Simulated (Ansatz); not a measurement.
`[CH3][InH][CH2]Cl`, relaxed with RKS PBE0-D4/def2-TZVP in the Gaussian-basis code of Ansatz from a PBE-D4/def2-SVP geometry. The force threshold is 0.005 eV/Å; the program also tests the step.

Charge 0, multiplicity 1. In: def2 effective core potential.

Start:

```xyz
10

C    -0.834   -1.464    0.861
In    0.390   -0.494   -0.655
C     0.862    1.632   -0.286
Cl   -0.711    2.250   -1.013
H    -1.672   -0.788    1.122
H    -0.230   -1.634    1.775
H    -1.238   -2.432    0.509
H     0.851   -1.130   -2.213
H     1.688    2.083   -0.865
H     0.893    1.977    0.764
```

Q: By how much does the energy fall, and how many steps does the optimiser take? (Best estimate.)

A: The calculation gave: 0.05 eV, in 6 steps.

Q: Which bonds change most? (Best estimate.)

A: Computed: In2–C3 from 2.209 to 2.179 Å; C1–In2 from 2.177 to 2.147 Å; C3–Cl4 from 1.840 to 1.812 Å; In2–H8 from 1.745 to 1.723 Å.

Q: Give the relaxed structure. (An estimate is asked.)

A: Ansatz gave: 
```xyz
10

C    -0.823   -1.450    0.851
In    0.372   -0.486   -0.650
C     0.830    1.615   -0.296
Cl   -0.691    2.301   -1.002
H    -1.641   -0.787    1.138
H    -0.216   -1.641    1.739
H    -1.234   -2.395    0.497
H     0.875   -1.145   -2.160
H     1.657    2.046   -0.856
H     0.869    1.944    0.740
```
